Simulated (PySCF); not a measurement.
An unknown is described by computed data only.

Elements present: C, H, N and Si. Monoisotopic mass: 81.9987 u.

| Item | Value |
| --- | --- |
| Polarisability | 53.5 au [CAM-B3LYP/def2-SVPD] |
| UV, strongest line | among the 8 lowest singlet transitions: S5 at 7.43 eV (167 nm, f = 0.004) [TDDFT CAM-B3LYP/def2-SVPD] |
| 1H NMR | chemical shifts (computed TMS as zero) by class: 4.70 (2 H) ppm [GIAO PBE0/pcSseg-1] |
| UV, first state | lowest singlet excitation: 7.08 eV (175 nm, f = 0.000) [TDDFT CAM-B3LYP/def2-SVPD] |
| 13C NMR | chemical shifts (computed TMS as zero) by class: 118.0 (2 C) ppm [GIAO PBE0/pcSseg-1] |
| NMR, other nuclei | isotropic shieldings of nuclei other than C and H, by class: -106 (2 N), 449 (1 Si) ppm [GIAO PBE0/pcSseg-1] |
| XPS | Si2p3/2 109.4, C1s 292.5 (×2), N1s 406.0 (×2), Si1s 1849.3 eV [ΔSCF SCAN, pcX-2 on the ionised atom, pcseg-1 elsewhere, spin-free X2C, 2p3/2 from a spin–orbit splitting computed afterwards within the 2p shell] |
| Triplet | lowest triplet excitation (Tamm–Dancoff): 5.90 eV [TDA CAM-B3LYP/def2-SVPD] |
| Rotational structure | rotational constants A, B, C: 8.719, 2.372, 1.908 GHz [GFN2-xTB] |

The electronic properties come from PySCF, for the isolated species, density fitting. Levels stand in brackets. Isolated species at its GFN2-xTB geometry, gas phase. NMR values are class means; diastereotopic atoms form classes of their own.

Problem. Which formula fits the mass and the elements?

Solution. C2H2N2Si (calculated 81.9987). No other formula that holds each of these elements comes within 0.0003 u with a fitting electron parity and a possible valence count.

Problem. Propose a structure and show how it fits.

Solution. Numbering: `[N:1]#[C:2][SiH2:3][C:4]#[N:5]`. Its formula, C2H2N2Si, gives 4 degrees of unsaturation: 0 rings and 4 π bonds in the structure found. 2 carbons fall into 1 class: cyano carbon [C2/C4] (118.0 ppm, 2 C). All hydrogens form one class (4.70 ppm): Si–H hydrogen. The other shieldings belong to: -106 ppm, cyano nitrogen [N1/N5]; 449 ppm, SiH2 silicon [Si3]. The core levels belong to: Si2p3/2 109.4 eV, SiH2 silicon [Si3]; C1s 292.5 eV, cyano carbon [C2/C4]; N1s 406.0 eV, cyano nitrogen [N1/N5]; Si1s 1849.3 eV, SiH2 silicon [Si3]. The hole state at 406.0 eV has ⟨S²⟩ = 0.82 against 0.75, so that value is less sure. The hole state at 292.5 eV has ⟨S²⟩ = 0.82 against 0.75, so that value is less sure. The optimised geometry has point group C2v and is an asymmetric top. Structure: `N#C[SiH2]C#N`. The assignments are read from this structure; whether some other isomer fits the data as well wasn't checked.
